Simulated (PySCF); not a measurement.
GeH4S. Atoms are numbered in the order given.

```xyz
6

Ge    -0.0021    -0.7013     0.0000
S      0.0816     1.5210     0.0000
H     -0.7243    -1.2094    -1.2572
H      1.4632    -1.1508     0.0000
H     -0.7243    -1.2094     1.2572
H     -1.2522     1.6771     0.0000
```

Geometry: PBE0-D3(BJ)/def2-TZVP.

Vertical ionisation energy (IE) and electron affinity (EA) in eV. Rows of orbital energies are one-electron estimates. Where ΔSCF, EOM or ADC give a negative EA the extra electron is unbound and the value depends on the basis.

| level | IE | EA |
|---|---|---|
| −ε(HOMO), −ε(LUMO), PBE0/def2-TZVPD (PySCF) | ? | ? |
| ADC(2)/aug-cc-pVDZ (PySCF) | 9.25 | -0.62 |

Q: Complete the blanks. (Estimate from the structure and the level; the computed values follow.)

A: 
- −ε(HOMO), −ε(LUMO), PBE0/def2-TZVPD (PySCF), IE: 7.35
- −ε(HOMO), −ε(LUMO), PBE0/def2-TZVPD (PySCF), EA: 0.32

Q: Beyond the first one, list the lowest photoelectron lines from ADC(2)/aug-cc-pVDZ (PySCF) with their pole strengths (two spins summed). (The exact figures need the calculation; the answer reports its results.)

A: 11.14 eV (1.81), 12.27 eV (1.84), 12.64 eV (1.84), 13.91 eV (1.80), 18.27 eV (1.76).
